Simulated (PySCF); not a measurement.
Gas-phase reaction: 2 GeHCl3 + Ge2H6 → GeH2 + 3 GeH2Cl2

Computed with PySCF and rigid-rotor harmonic-oscillator thermochemistry at 1 bar. † marks an energy on the PBE0/def2-TZVP geometry and frequencies; other levels use their own. MP2 freezes the core. 6-31G* has spherical d functions here. All species are closed-shell singlets. Ge: all electrons, no relativistic terms. GeH2: computed as isolated molecules; such fragments, hydroxides, amides, oligomers or adducts are transient or little studied in the gas. MP2 isn't extrapolated to the basis-set limit; its ΔH°(298 K) is 205.8 kJ in def2-SVP and 212.4 kJ in def2-TZVPP. The harmonic model lacks anharmonicity and excited electronic states, which grow with temperature; levels with a mode under 35 cm⁻¹ are left out. Internal rotation in Ge2H6 is treated as a harmonic vibration of one conformer, which makes the entropy rough.

```tsv
level	ΔE electronic, kJ	ΔH°(298 K), kJ	ΔS°(298 K), J/K	ΔG°(2000 K), kJ
HF/6-31G*	148	140	167	-165
HF/def2-TZVP†	153	144	164	-154
M06-2X/def2-TZVP†	183	174	164	-124
MP2/def2-SVP†	215	206	164	-93
MP2/def2-TZVPP†	221	212	164	-86
PBE0/def2-SVP†	208	199	164	-99
LDA/def2-TZVP†	244	235	164	-64
ωB97X-V/def2-TZVP†	202	193	164	-106
```
ΔH° is lowest at HF/6-31G* and highest at LDA/def2-TZVP†. No reference value is set beside these.
